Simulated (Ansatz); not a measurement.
A structure relaxed at PBE-D4/def2-SVP in Ansatz, charge 0, singlet:

```xyz
9

Si   -0.054    0.573   -2.203
Si   -1.162    1.459    1.943
Si    0.161   -1.392    0.925
Te    0.477   -1.792   -1.553
Te   -0.229    1.078   -4.472
Te   -0.253    2.386   -0.465
Te    1.774   -2.082    2.686
Te    1.496    0.670    1.598
Te   -2.212   -0.900    1.541
```

**Question.** Give its formula.

**Answer.** Si₃Te₆.

**Question.** Summarise the bond lengths by kind (pairs closer than 1.2 times the sum of covalent radii, bridged metal pairs left out).

**Answer.** 10 × Si–Te 2.33 to 2.79 Å; 2 × Te–Te 2.97 to 3.20 Å.

In the def2 sets Te takes a core potential; there is no spin–orbit coupling. The restricted singlet is unstable towards broken spin symmetry in Hartree–Fock (as tested in another run); at PBE-D4/def2-SVP this wasn't settled. The structure comes from a short search, and lower isomers may exist.
